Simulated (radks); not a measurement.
Be+, 3 electrons, occupied as [He] 2s1. Method: scalar-relativistic Kohn-Sham, LDA (Slater exchange, Perdew-Wang correlation), spin-polarised, spherical densities, finite nucleus; open shells are filled with parallel spins first; Fermi nuclear charge, rms radius 2.519 fm; hard spherical wall at 3.5 bohr; computed with a radial shooting solver on a logarithmic mesh with Libxc functionals. Some entries of the table are withheld. Estimate them.

orbital  occ.  eigenvalue (Ry)  <r> (bohr)
1s up       1         -8.34535      0.4255
1s down     1         -8.28850      0.4247
2s up       1         -0.72971       1.778
2s down     0         -0.49817       1.784
2p up       0              (1)       1.680
2p down     0              (2)       1.674
3d up       0          1.11247         (3)
3d down     0          1.33013         (4)
3s up       0              (5)       1.960
3s down     0              (6)       1.956

Answer. 
(1) 2p up eigenvalue (Ry): -0.43565
(2) 2p down eigenvalue (Ry): -0.21785
(3) 3d up <r> (bohr): 2.119
(4) 3d down <r> (bohr): 2.133
(5) 3s up eigenvalue (Ry): 2.46441
(6) 3s down eigenvalue (Ry): 2.62702
